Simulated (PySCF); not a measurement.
CH₆N₂Si₂, SMILES N[Si@H]1C=N[SiH2]1. Geometry optimised at B3LYP-D3(BJ)/def2-SVP. The structure was generated by enumeration; whether it is a known compound was not checked. One conformer was computed; it need not be the lowest.

Computed equilibrium geometry at B3LYP-D3(BJ)/def2-SVP (PySCF confirms it by a frequency run) as Cartesian coordinates in Å (one conformer of several):
```xyz
11

N      2.2098     0.4797     0.7445
Si     0.9080    -0.2633    -0.1050
C     -0.5993    -1.1350     0.7515
N     -1.6860    -0.6323     0.2719
Si    -1.1235     0.7575    -0.7486
H      2.0807     1.2010     1.4448
H      3.1539     0.1105     0.7347
H      1.5555    -1.1878    -1.0858
H     -0.6549    -1.9662     1.4846
H     -1.5111     2.0529    -0.1147
H     -1.6771     0.7490    -2.1363
```
